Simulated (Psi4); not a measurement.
H9N3Si3, charge +1, doublet, geometry from GFN2-xTB (a state made from the parent by changing its charge; the spin is typed, not shown lowest); HF/STO-3G (Psi4 1.11).

Here is a job for Psi4.
```
memory 2 GB

molecule {
1 2
Si    1.71385211   -0.42755707   -0.49283787
N     0.47534955   -1.54825386   -0.01718312
Si   -1.17564684   -1.32542320    0.47338261
N    -1.51369538    0.37762369    0.43528050
Si   -0.53820527    1.75298028    0.01945526
N     1.03834583    1.17063016   -0.41809737
H     2.06280046   -0.70545253   -1.88742259
H     2.79609327   -0.50670246    0.49019188
H     0.77127140   -2.51209648   -0.02788022
H    -2.03316799   -1.97820999   -0.51777040
H    -1.29987518   -1.77945992    1.85984407
H    -2.45602413    0.61270776    0.70625796
H    -0.39627887    2.58428748    1.21638576
H    -1.12957168    2.38553741   -1.16122871
H     1.68475273    1.89938872   -0.67837773
}

set {
  basis sto-3g
  reference uhf
  scf_type pk
  puream true
  d_convergence 1e-8
}

energy('scf')
print_variables()
```

Output, abridged:

```
   => Loading Basis Set <=

    Name: STO-3G
    Role: ORBITAL
    Keyword: BASIS

         ---------------------------------------------------------
                                   SCF
               by Justin Turney, Rob Parrish, Andy Simmonett
                          and Daniel G. A. Smith
                              UHF Reference
         ---------------------------------------------------------

  ==> Geometry <==

    Molecular point group: c1
    Full point group: C1

    Geometry (in Angstrom), charge = 1, multiplicity = 2:

       Center              X                  Y                   Z               Mass
    ------------   -----------------  -----------------  -----------------  -----------------
         SI           1.713852109925    -0.427557070960    -0.492837871186    27.976926534650
         N            0.475349549925    -1.548253860960    -0.017183121186    14.003074004430
         SI          -1.175646840075    -1.325423200960     0.473382608814    27.976926534650
         N           -1.513695380075     0.377623689040     0.435280498814    14.003074004430
         SI          -0.538205270075     1.752980279040     0.019455258814    27.976926534650
         N            1.038345829925     1.170630159040    -0.418097371186    14.003074004430
         H            2.062800459925    -0.705452530960    -1.887422591186     1.007825032230
         H            2.796093269925    -0.506702460960     0.490191878814     1.007825032230
         H            0.771271399925    -2.512096480960    -0.027880221186     1.007825032230
         H           -2.033167990075    -1.978209990960    -0.517770401186     1.007825032230
         H           -1.299875180075    -1.779459920960     1.859844068814     1.007825032230
         H           -2.456024130075     0.612707759040     0.706257958814     1.007825032230
         H           -0.396278870075     2.584287479040     1.216385758814     1.007825032230
         H           -1.129571680075     2.385537409040    -1.161228711186     1.007825032230
         H            1.684752729925     1.899388719040    -0.678377731186     1.007825032230

  Running in c1 symmetry.

  Rotational constants: A =      0.07127  B =      0.07127  C =      0.03711 [cm^-1]
  Rotational constants: A =   2136.71364  B =   2136.71363  C =   1112.66425 [MHz]
  Nuclear repulsion =  470.493833523590979

  Charge       = 1
  Multiplicity = 2
  Electrons    = 71
  Nalpha       = 36
  Nbeta        = 35

  ==> Algorithm <==

  SCF Algorithm Type is PK.
  DIIS enabled.
  MOM disabled.
  Fractional occupation disabled.
  Guess Type is SAD.
  Energy threshold   = 1.00e-06
  Density threshold  = 1.00e-08
  Integral threshold = 1.00e-12

  ==> Primary Basis <==

  Basis Set: STO-3G
    Blend: STO-3G
    Number of shells: 33
    Number of basis functions: 51
    Number of Cartesian functions: 51
    Spherical Harmonics?: true
    Max angular momentum: 1

  ==> Integral Setup <==

  Using in-core PK algorithm.
   Calculation information:
      Number of atoms:                  15
      Number of AO shells:              33
      Number of primitives:             99
      Number of atomic orbitals:        51
      Number of basis functions:        51

      Integral cutoff                 1.00e-12
      Number of threads:                 1

  Performing in-core PK
  Using 1759602 doubles for integral storage.
  We computed 132337 shell quartets total.
  Whereas there are 157641 unique shell quartets.

  ==> DiskJK: Disk-Based J/K Matrices <==

    J tasked:                  Yes
    K tasked:                  Yes
    wK tasked:                  No
    Schwarz Cutoff:          1E-12

  Minimum eigenvalue in the overlap matrix is 2.6808273416E-01.
  Reciprocal condition number of the overlap matrix is 1.1997215391E-01.
    Using symmetric orthogonalization.

  ==> Pre-Iterations <==

  SCF Guess: Superposition of Atomic Densities via on-the-fly atomic UHF (no occupation information).

   -------------------------
    Irrep   Nso     Nmo
   -------------------------
     A         51      51
   -------------------------
    Total      51      51
   -------------------------

  ==> Iterations <==

                        Total Energy        Delta E     RMS |[F,P]|

   @UHF iter SAD: -1018.61422429507479   -1.01861e+03   0.00000e+00
   @UHF iter   1: -1023.12280052092876   -4.50858e+00   5.07169e-03 DIIS/ADIIS
   @UHF iter   2: -1023.17493103777440   -5.21305e-02   1.48484e-03 DIIS/ADIIS
   @UHF iter   3: -1023.17900024495839   -4.06921e-03   4.14691e-04 DIIS/ADIIS
   @UHF iter   4: -1023.17965767401301   -6.57429e-04   1.50336e-04 DIIS/ADIIS
   @UHF iter   5: -1023.17975493722145   -9.72632e-05   6.80945e-05 DIIS
   @UHF iter   6: -1023.17978179386205   -2.68566e-05   1.54957e-05 DIIS
   @UHF iter   7: -1023.17978334451459   -1.55065e-06   4.47144e-06 DIIS
   @UHF iter   8: -1023.17978351820091   -1.73686e-07   1.17048e-06 DIIS
   @UHF iter   9: -1023.17978352800037   -9.79946e-09   5.14498e-07 DIIS
   @UHF iter  10: -1023.17978353003650   -2.03613e-09   1.02705e-07 DIIS
   @UHF iter  11: -1023.17978353009880   -6.23004e-11   2.92763e-08 DIIS
   @UHF iter  12: -1023.17978353010415   -5.34328e-12   1.41638e-08 DIIS
   @UHF iter  13: -1023.17978353010710   -2.95586e-12   1.67726e-08 DIIS
   @UHF iter  14: -1023.17978353010369    3.41061e-12   5.51417e-09 DIIS
  Energy and wave function converged.

  ==> Post-Iterations <==

   @Spin Contamination Metric:   1.281907771E-02
   @S^2 Expected:                7.500000000E-01
   @S^2 Observed:                7.628190777E-01
   @S   Expected:                5.000000000E-01
   @S   Observed:                5.000000000E-01

    Orbital Energies [Eh]
    ---------------------

    Alpha Occupied:

[...]
    Alpha Virtual:

[...]
    Beta Occupied:

[...]
    Beta Virtual:

[...]
      51A      0.603245

    Final Occupation by Irrep:
              A
    DOCC [    35 ]
    SOCC [     1 ]
    NA   [    36 ]
    NB   [    35 ]

  @UHF Final Energy: -1023.17978353010369

   => Energetics <=

    Nuclear Repulsion Energy =            470.4938335235909790
    One-Electron Energy =               -2345.4564510927566516
    Two-Electron Energy =                 851.7828340390618678
    Total Energy =                      -1023.1797835301036912

  UHF NO Occupations:
  HONO-2 :   34  A 1.9991301
  HONO-1 :   35  A 1.9990212
  HONO-0 :   36  A 1.0000000
  LUNO+0 :   37  A 0.0009788
  LUNO+1 :   38  A 0.0008699
  LUNO+2 :   39  A 0.0008699
  LUNO+3 :   40  A 0.0007080

Computation Completed

Properties will be evaluated at   0.000000,   0.000000,   0.000000 [a0]

Properties computed using the SCF density matrix

 Multipole Moments:

 ------------------------------------------------------------------------------------
     Multipole            Electronic (a.u.)      Nuclear  (a.u.)        Total (a.u.)
 ------------------------------------------------------------------------------------

 L = 1.  Multiply by 2.5417464519 to convert [e a0] to [Debye]
 Dipole X            :          0.0000021            0.0000000            0.0000021
 Dipole Y            :         -0.0000033           -0.0000000           -0.0000033
 Dipole Z            :         -0.0000004            0.0000000           -0.0000004
 Magnitude           :                                                    0.0000040

 ------------------------------------------------------------------------------------

  Variable Map:
  ----------------------------------------------------------------------------
[...]
  Array Variable Map:
  ----------------------------------------------------------------------------
[...]
[...]
```
